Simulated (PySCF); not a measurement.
MgCl2, SMILES [Cl][Mg][Cl].

The structure is a stationary point at B3LYP-D3(BJ)/def2-TZVP. The isomer is the one that the SMILES or the coordinates give; other isomers of the formula were not compared.

Calculation: PySCF with r2SCAN/def2-TZVPD.

The molecule is in vacuum.

### Question
Estimate the frontier levels, gap, dipole moment and polarisability. (An estimate is asked for; the answer gives what the named calculation found.)

### Answer

| Item | Value |
|---|---|
| highest occupied level | -7.98 eV |
| lowest empty level | -2.04 eV |
| orbital gap | 5.93 eV |
| dipole moment | 0.00 D |
| quadrupole, principal values (traceless, Buckingham form, about the centre of nuclear charge) | -16.39, 8.20, 8.20 D·Å |
| mean static polarisability | 50.1 bohr³ (7.43 Å³) |
| polarisability, principal values | 44.3, 44.3, 61.9 bohr³ |
